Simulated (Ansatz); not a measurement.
CuO2⁻. Total charge -1; singlet. Geometry r2SCAN-D4/def2-TZVPD.

```xyz
3

Cu   -0.043   -0.029   -0.123
O    -1.020   -1.122    0.700
O     1.063    1.151   -0.578
```

The restricted singlet is unstable towards broken spin symmetry at other levels; at PBE-D4/def2-SVPD, PBE0-D4/def2-SVPD this wasn't settled. At PBE-D4/def2-SVPD, PBE-D4/def2-TZVPD, r2SCAN-D4/def2-TZVPD the highest occupied level of the charge -1 singlet lies above zero (up to 0.45 eV). The electron is either unbound and held by the finite basis, or the level is raised by self-interaction error. At PBE-D4/def2-SVPD, PBE-D4/def2-TZVPD, r2SCAN-D4/def2-TZVPD an occupied level of the charge -1 singlet lies above an empty one (by up to 0.62 eV), so this SCF solution is probably not the lowest. At PBE-D4/def2-TZVPD, r2SCAN-D4/def2-TZVPD, PBE0-D4/def2-TZVPD the restricted singlet is unstable: a solution with broken spin symmetry lies lower. The geometry of the singlet was relaxed on an unsound state (an occupied level 0.30 eV above an empty one). At PBE0-D4/def2-TZVPD a triplet of charge -1 lies 1.25 eV below the restricted singlet, each at its own geometry. The structure comes from a short search, and lower isomers may exist.

Question: Estimate the orbital energies around the gap (eV) in Ansatz with PBE-D4/def2-SVPD, PBE-D4/def2-TZVPD, r2SCAN-D4/def2-TZVPD, PBE0-D4/def2-SVPD, PBE0-D4/def2-TZVPD.

Answer: 
```json
{"orbital": "HOMO−13", "PBE-D4/def2-SVPD": "-69.61", "PBE-D4/def2-TZVPD": "-69.46", "r2SCAN-D4/def2-TZVPD": "-71.90", "PBE0-D4/def2-SVPD": "-74.82", "PBE0-D4/def2-TZVPD": "-74.67"}
{"orbital": "HOMO−12", "PBE-D4/def2-SVPD": "-68.60", "PBE-D4/def2-TZVPD": "-68.43", "r2SCAN-D4/def2-TZVPD": "-70.93", "PBE0-D4/def2-SVPD": "-73.94", "PBE0-D4/def2-TZVPD": "-73.75"}
{"orbital": "HOMO−11", "PBE-D4/def2-SVPD": "-16.12", "PBE-D4/def2-TZVPD": "-16.55", "r2SCAN-D4/def2-TZVPD": "-17.73", "PBE0-D4/def2-SVPD": "-18.94", "PBE0-D4/def2-TZVPD": "-19.37"}
{"orbital": "HOMO−10", "PBE-D4/def2-SVPD": "-15.56", "PBE-D4/def2-TZVPD": "-16.03", "r2SCAN-D4/def2-TZVPD": "-17.21", "PBE0-D4/def2-SVPD": "-18.33", "PBE0-D4/def2-TZVPD": "-18.80"}
{"orbital": "HOMO−9", "PBE-D4/def2-SVPD": "-4.54", "PBE-D4/def2-TZVPD": "-4.56", "r2SCAN-D4/def2-TZVPD": "-4.90", "PBE0-D4/def2-SVPD": "-6.64", "PBE0-D4/def2-TZVPD": "-6.62"}
{"orbital": "HOMO−8", "PBE-D4/def2-SVPD": "-4.20", "PBE-D4/def2-TZVPD": "-4.18", "r2SCAN-D4/def2-TZVPD": "-4.28", "PBE0-D4/def2-SVPD": "-5.94", "PBE0-D4/def2-TZVPD": "-5.89"}
{"orbital": "HOMO−7", "PBE-D4/def2-SVPD": "-3.48", "PBE-D4/def2-TZVPD": "-3.46", "r2SCAN-D4/def2-TZVPD": "-3.79", "PBE0-D4/def2-SVPD": "-5.61", "PBE0-D4/def2-TZVPD": "-5.53"}
{"orbital": "HOMO−6", "PBE-D4/def2-SVPD": "-2.48", "PBE-D4/def2-TZVPD": "-2.51", "r2SCAN-D4/def2-TZVPD": "-2.78", "PBE0-D4/def2-SVPD": "-5.04", "PBE0-D4/def2-TZVPD": "-4.99"}
{"orbital": "HOMO−5", "PBE-D4/def2-SVPD": "-2.44", "PBE-D4/def2-TZVPD": "-2.46", "r2SCAN-D4/def2-TZVPD": "-2.76", "PBE0-D4/def2-SVPD": "-5.00", "PBE0-D4/def2-TZVPD": "-4.95"}
{"orbital": "HOMO−4", "PBE-D4/def2-SVPD": "-1.65", "PBE-D4/def2-TZVPD": "-1.69", "r2SCAN-D4/def2-TZVPD": "-1.78", "PBE0-D4/def2-SVPD": "-3.00", "PBE0-D4/def2-TZVPD": "-3.03"}
{"orbital": "HOMO−3", "PBE-D4/def2-SVPD": "-1.45", "PBE-D4/def2-TZVPD": "-1.53", "r2SCAN-D4/def2-TZVPD": "-1.76", "PBE0-D4/def2-SVPD": "-2.70", "PBE0-D4/def2-TZVPD": "-2.73"}
{"orbital": "HOMO−2", "PBE-D4/def2-SVPD": "-1.05", "PBE-D4/def2-TZVPD": "-1.12", "r2SCAN-D4/def2-TZVPD": "-1.41", "PBE0-D4/def2-SVPD": "-2.48", "PBE0-D4/def2-TZVPD": "-2.50"}
{"orbital": "HOMO−1", "PBE-D4/def2-SVPD": "-0.79", "PBE-D4/def2-TZVPD": "-0.84", "r2SCAN-D4/def2-TZVPD": "-1.01", "PBE0-D4/def2-SVPD": "-2.21", "PBE0-D4/def2-TZVPD": "-2.22"}
{"orbital": "HOMO", "PBE-D4/def2-SVPD": "0.45", "PBE-D4/def2-TZVPD": "0.45", "r2SCAN-D4/def2-TZVPD": "0.20", "PBE0-D4/def2-SVPD": "-1.34", "PBE0-D4/def2-TZVPD": "-1.32"}
{"orbital": "LUMO", "PBE-D4/def2-SVPD": "-0.17", "PBE-D4/def2-TZVPD": "-0.16", "r2SCAN-D4/def2-TZVPD": "-0.10", "PBE0-D4/def2-SVPD": "0.77", "PBE0-D4/def2-TZVPD": "0.83"}
{"orbital": "LUMO+1", "PBE-D4/def2-SVPD": "3.59", "PBE-D4/def2-TZVPD": "3.44", "r2SCAN-D4/def2-TZVPD": "3.87", "PBE0-D4/def2-SVPD": "4.11", "PBE0-D4/def2-TZVPD": "3.94"}
{"orbital": "LUMO+2", "PBE-D4/def2-SVPD": "4.48", "PBE-D4/def2-TZVPD": "4.18", "r2SCAN-D4/def2-TZVPD": "4.64", "PBE0-D4/def2-SVPD": "5.03", "PBE0-D4/def2-TZVPD": "4.69"}
{"orbital": "LUMO+3", "PBE-D4/def2-SVPD": "4.60", "PBE-D4/def2-TZVPD": "4.27", "r2SCAN-D4/def2-TZVPD": "4.72", "PBE0-D4/def2-SVPD": "5.09", "PBE0-D4/def2-TZVPD": "4.70"}
{"orbital": "LUMO+4", "PBE-D4/def2-SVPD": "4.69", "PBE-D4/def2-TZVPD": "4.30", "r2SCAN-D4/def2-TZVPD": "4.79", "PBE0-D4/def2-SVPD": "5.16", "PBE0-D4/def2-TZVPD": "4.75"}
{"orbital": "LUMO+5", "PBE-D4/def2-SVPD": "6.93", "PBE-D4/def2-TZVPD": "5.89", "r2SCAN-D4/def2-TZVPD": "6.42", "PBE0-D4/def2-SVPD": "7.57", "PBE0-D4/def2-TZVPD": "6.42"}
```
